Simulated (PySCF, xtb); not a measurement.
BBrFHO, SMILES OB(F)Br.

Coordinates come from a ωB97X-D3(BJ)/def2-SVP optimisation. One conformer was computed; it need not be the lowest.

The numbers are results of C-PCM-PBE0/def2-SVP in PySCF, not measurements.

The values are the electrostatic part of the solvation free energy, E(continuum) − E(gas) at the gas-phase geometry, in a cavity of scaled van der Waals radii (PySCF's table); cavitation and dispersion terms are not included. In vacuum the orbital gap is 8.94 eV. The dipole moment in vacuum is 2.12 D.

```csv
solvent,ε,ΔG(elec) (kcal/mol),dipole (D),gap (eV)
water,78.36,-4.9,2.59,9.21
dichloromethane,8.93,-4.3,2.53,9.18
n-hexane,1.88,-2.2,2.32,9.06
```

For comparison, GFN2-xTB/ALPB(water) (xtb, at the GFN2-xTB geometry, all terms of that model) gives -6.0 kcal/mol.
